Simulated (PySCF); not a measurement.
**How methods differ on the excitation energy of Be**

Be [He] 2s2 (1S) → Be [He] 2s1 3d1 (3D), as a difference of total energies. All numbers are calculated (PySCF 2.14, the non-relativistic Hamiltonian (point nucleus), in aug-cc-pVQZ (6s5p4d3f2g, 80 functions)). Correlated levels: valence: 1s2 frozen. The calculations carry no spin-orbit coupling.

```csv
method,excitation energy (eV)
UHF,7.626
MP2 (valence),8.322
SCS-MP2 (valence),8.555
CCSD (valence),8.641
```

**Question.** How much does correlation contribute at MP2 (valence)?

**Answer.** 8.322 − (7.626) = 0.696 eV, measured against UHF.

The promoted electron is Rydberg-like, and one or two diffuse shells describe it only roughly, which tends to raise the upper state.

With two correlated electrons CCSD is exact in that space.
